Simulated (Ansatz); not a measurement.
Input file for Ansatz (a quantum-chemistry and plane-wave program): R-PBE/def2-TZVPP on aminoborane (SMILES BN), atoms moved off the minimum.

Ansatz 0.2 input:
```yaml
crystal:
  periodic: [false, false, false]
  atoms:
    - {symbol: B, position_ang: [-0.81945873, 0.08711780, -0.01832707]}
    - {symbol: N, position_ang: [0.80626927, -0.10853922, 0.07395279]}
    - {symbol: H, position_ang: [-1.45769101, -0.84543670, -0.06798103]}
    - {symbol: H, position_ang: [-1.41663459, 1.10597180, -0.10598112]}
    - {symbol: H, position_ang: [1.12106817, 0.75742252, -0.00628156]}
    - {symbol: H, position_ang: [1.34400390, -0.99011669, -0.18040279]}
basis:
  gaussian:
    orbitals: def2-TZVPP
hamiltonian:
  xc: {name: PBE}
scf: {lower_state_search: off}
output: {forces: true}
```

Output:

```
WARN ansatz: RAYON_NUM_THREADS=1 ignored (pool sized by the plan → 1); use --threads N
Functional definition: PBE
these checks for a lower state are left out or cut short: stability, starts, cluster_reference, orbital_swaps, neighbouring_geometries, increment
integrals: 0.02 GiB planned
560 factors; their error is unknown
mean field: 0.25 GiB planned
mean field evaluation 1: about -2220.2591 eV, gradient 6.5e1 eV
mean field evaluation 2: about -2183.0545 eV, gradient 1.2e2 eV
mean field evaluation 4: about -2228.3829 eV, gradient 8.1e0 eV
mean field evaluation 8: about -2228.5699 eV, gradient 1.9e-1 eV
mean field evaluation 16: about -2228.5620 eV, gradient 5.7e-4 eV
mean field -2228.56199652 eV, -81.8981427986 hartree, gradient 4.5e-6 eV, S^2 0.000000; 0 other end points of the search recorded, 0 dependent functions left out
the calculation of the forces begins
reference -2228.56203303 eV, -81.8981441402 hartree; 8, 8 occupied and 110, 110 virtual orbitals, 560 factors
Total energy: -2228.56203303 eV, -81.8981441402 hartree
Atom 0 at    -0.819459     0.087118    -0.018327 Å, force     5.074430    -0.757195    -0.002655 eV/Å
Atom 1 at     0.806269    -0.108539     0.073953 Å, force    -6.890029    -4.577397    -0.096536 eV/Å
Atom 2 at    -1.457691    -0.845437    -0.067981 Å, force    -0.837211    -1.733624    -0.000346 eV/Å
Atom 3 at    -1.416635     1.105972    -0.105981 Å, force     0.576014     0.755516     0.230090 eV/Å
Atom 4 at     1.121068     0.757423    -0.006282 Å, force     3.099484     4.377899    -0.605234 eV/Å
Atom 5 at     1.344004    -0.990117    -0.180403 Å, force    -1.022688     1.934801     0.474680 eV/Å
Dipole moment:     0.237337    -0.004008    -0.089365 e Å
Checks for a lower state left out: stability, starts, cluster_reference, orbital_swaps, neighbouring_geometries, increment
```

Self-consistency was reached.

Cost: about 1.3 core-seconds (a rough figure).
